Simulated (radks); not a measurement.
Results of a calculation; reference values are marked as such.
Task: Species: Fe6+. Configuration: [Ar] 3d1 4s1 (not the ground configuration). Level of theory: non-relativistic Kohn-Sham, PBE, spin-polarised, spherical densities, point nucleus; open shells are filled with parallel spins first (a radial shooting solver on a logarithmic mesh with Libxc functionals). Some entries of the table are withheld. Estimate them.

orbital,occ.,eigenvalue (hartree),<r> (bohr),<r^2> (bohr^2)
1s up,1,-259.5300,0.05916,0.004693
1s down,1,-259.5253,0.05916,0.004693
2s up,1,-34.55366,0.2699,0.08586
2s down,1,-34.51775,0.2697,0.08574
2p up,3,-30.48011,0.2367,0.06871
2p down,3,-30.45221,0.2365,0.06858
3s up,1,-7.72968,(1),0.6764
3s down,1,-7.65598,(2),0.6769
3p up,3,-6.49745,0.7830,0.7113
3p down,3,-6.42330,0.7834,0.7117
3d up,1,-4.49272,(3),(4)
3d down,0,-4.41498,(5),(6)
4s up,1,-2.81897,1.788,3.582
4s down,0,-2.72391,1.777,3.539

Result: 
(1) 3s up <r> (bohr): 0.7692
(2) 3s down <r> (bohr): 0.7696
(3) 3d up <r> (bohr): 0.7906
(4) 3d up <r^2> (bohr^2): 0.7479
(5) 3d down <r> (bohr): 0.7909
(6) 3d down <r^2> (bohr^2): 0.7480
